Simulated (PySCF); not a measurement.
Bi(H)(SiH3)2 (BiH7Si2), SMILES [SiH3][BiH][SiH3].

The structure is a stationary point at PBE0-D3(BJ)/def2-SVP. The structure was generated by enumeration; whether it is a known compound was not checked. The def2 effective core potentials stand for the cores of Bi; spin–orbit coupling is left out.

The numbers are results of PySCF with PBE/def2-TZVP, not measurements.

Isolated molecule, no solvent.

The total energy comes out as -797.55200 hartree and the point group is Cs. The highest occupied level comes out as -6.31 eV, the lowest empty level is -1.37 eV and the orbital gap comes out as 4.95 eV. The dipole moment is 0.92 D and the quadrupole, principal values (traceless, Buckingham form, about the centre of nuclear charge) comes out as -0.73, 0.02, 0.71 D·Å. The mean static polarisability is 115.1 bohr³ (17.05 Å³) and the polarisability, principal values is 90.7, 118.0, 136.6 bohr³.
